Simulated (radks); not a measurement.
Valence configurations of the beryllium ion Be+ (all share [He]). All-electron calculation, scalar-relativistic Kohn-Sham, PBE, spin-polarised, spherical densities, finite nucleus; open shells are filled with parallel spins first; Fermi nuclear charge, rms radius 2.519 fm. Program: a radial shooting solver on a logarithmic mesh with Libxc functionals. Energies are relative to 2s1; eigenvalues in eV for spin up.

[
 {"valence": "2s1", "E (eV)": "0.000", "moment (Bohr magnetons)": "1", "e(2p)": "-", "e(2s)": "-14.474"},
 {"valence": "2p1", "E (eV)": "3.989", "moment (Bohr magnetons)": "1", "e(2p)": "-10.476", "e(2s)": "-"},
 {"valence": "2s0.5 2p0.5", "E (eV)": "2.004", "moment (Bohr magnetons)": "1", "e(2p)": "-10.467", "e(2s)": "-14.456"}
]

NIST lists [He] 2s1 as the ground configuration; this level of theory agrees among the configurations tried. The energies are those of spherical high-spin densities, not of single terms.
